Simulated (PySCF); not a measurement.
C₂H₆FNSi.
Geometry (GFN2-xTB, Å), atoms numbered from 1 in this order:
```
atom  x, y, z in Å
C1    -2.088    0.792    0.009
N2    -1.038    0.427   -0.559
Si3    0.155   -0.770   -0.248
C4     1.788    0.112    0.100
F5    -0.171   -1.711    1.037
H6    -2.484    0.353    0.929
H7    -2.670    1.603   -0.422
H8     0.130   -1.676   -1.381
H9     2.104    0.696   -0.758
H10    1.710    0.786    0.949
H11    2.569   -0.609    0.319
```

Level of theory: wB97X-D/def2-SVPD in PySCF (dipole) on a GFN2-xTB geometry, gas phase.

Masses are those of the commonest isotopes; rigid-rotor values at the optimised geometry. The values belong to one conformer with, in the numbering `[CH2:1]=[N:2][Si@@H:3]([CH3:4])[F:5]`, C1–N2–Si3–C4 -115°.

(1) What are A, B and C (cm⁻¹)?

(2) Classify the top.

(3) What does the inertial defect say?

(4) Give the other two planar moments, Paa and Pbb, and the rms extents of the mass along the axes.

(5) Where do the levels up to J = 4 lie, in MHz?

(6) Which types of transition are allowed, and where do some lines up to J = 3 fall?

(7) Estimate the classical rotational partition function at 25 K, 50 K and 200 K.

Results:

(1) Ia = 89.28, Ib = 165.84, Ic = 220.54 u·Å²; 505379 MHz·u·Å²/I gives 5661, 3047 and 2292 MHz, that is A = 0.18882, B = 0.10165, C = 0.07644 cm⁻¹.

(2) An asymmetric top; Ray's κ = -0.551.

(3) Not planar: Δ = Ic − Ia − Ib = -34.59 u·Å². For a rigid frame Δ = −2 Σ m c², so Σ m c² = 17.29 u·Å² lies off the ab plane: 6.68 from hydrogen and 10.61 from heavier atoms. The atom farthest from that plane is 1.84 Å away.

(4) Paa = Σ m a² = (Ib + Ic − Ia)/2 = 148.55 and Pbb = Σ m b² = (Ia + Ic − Ib)/2 = 71.99 u·Å². With the mass M = 91.03 u, the rms extents √(P/M) along a, b and c are 1.28, 0.89, 0.44 Å.

(5) Above 0(0,0):
J = 1: 1(0,1) 5339, 1(1,1) 7952, 1(1,0) 8708
J = 2: 2(0,2) 15875, 2(1,2) 17874, 2(1,1) 20142, 2(2,1) 27981, 2(2,0) 28123
J = 3: 3(0,3) 31356, 3(1,3) 32676, 3(1,2) 37194, 3(2,2) 43998, 3(2,1) 44676, 3(3,1) 59035, 3(3,0) 59052
J = 4: 4(0,4) 51521, 4(1,4) 52281, 4(1,3) 59722, 4(2,3) 65243, 4(2,2) 67110, 4(3,2) 80630, 4(3,1) 80746, 4(4,1) 101358, 4(4,0) 101360
The levels of one J sum to (2J + 1)J(J + 1)(A + B + C)/3.

(6) The dipole components are |μa| = 0.79 D, |μb| = 0.82 D, |μc| = 0.57 D. The squared components, which scale the intensities, stand as 0.92 : 1.00 : 0.48 (a : b : c). Some lines, for components of 0.1 D or more:

| type | branch | J(Ka,Kc) | MHz | lower level (cm⁻¹) |
| --- | --- | --- | --- | --- |
| a | Q | 3(2,1) ← 3(2,2) | 678 | 1.468 |
| c | Q | 3(1,3) ← 3(0,3) | 1320 | 1.046 |
| c | Q | 2(1,2) ← 2(0,2) | 1999 | 0.530 |
| a | Q | 2(1,1) ← 2(1,2) | 2267 | 0.596 |
| a | Q | 3(1,2) ← 3(1,3) | 4518 | 1.090 |
| c | Q | 3(2,2) ← 3(1,2) | 6804 | 1.241 |
| c | Q | 2(2,1) ← 2(1,1) | 7840 | 0.672 |
| b | R | 2(0,2) ← 1(1,1) | 7923 | 0.265 |
| b | Q | 2(2,0) ← 2(1,1) | 7981 | 0.672 |
| b | R | 3(1,2) ← 2(2,1) | 9212 | 0.933 |
| b | Q | 3(2,2) ← 3(1,3) | 11322 | 1.090 |
| c | Q | 3(3,1) ← 3(2,1) | 14359 | 1.490 |
| a | R | 3(1,3) ← 2(1,2) | 14802 | 0.596 |
| c | R | 2(1,1) ← 1(0,1) | 14803 | 0.178 |
| b | Q | 3(3,1) ← 3(2,2) | 15037 | 1.468 |
| a | R | 3(0,3) ← 2(0,2) | 15481 | 0.530 |
| a | R | 3(2,2) ← 2(2,1) | 16017 | 0.933 |
| b | R | 3(1,3) ← 2(0,2) | 16801 | 0.530 |
| a | R | 3(1,2) ← 2(1,1) | 17052 | 0.672 |
| c | R | 3(1,2) ← 2(0,2) | 21318 | 0.530 |
| b | R | 3(2,2) ← 2(1,1) | 23857 | 0.672 |
| b | R | 3(3,0) ← 2(2,1) | 31071 | 0.933 |

(7) Point group C1, symmetry number σ = 1; q = (√π/σ)·√((kT/h)³/(ABC)), k/h = 20836.6 MHz/K: 3350 at 25 K, 9480 at 50 K, 75800 at 200 K.

No GFN2-xTB frequencies stand behind this structure, so it isn't proved a minimum. These are rigid-rotor constants of the computed structure; measured ground-state constants (B0) also hold zero-point vibration. A rigid rotor knows nothing of internal rotation, which can split or shift real lines. Quadrupole hyperfine structure (14N) is left out.

On one thread of an Arm Neoverse V2 (shared host), this took 14 s wall. This is the wB97X-D/def2-SVPD job that gave the dipole, with the excitations it also computed.
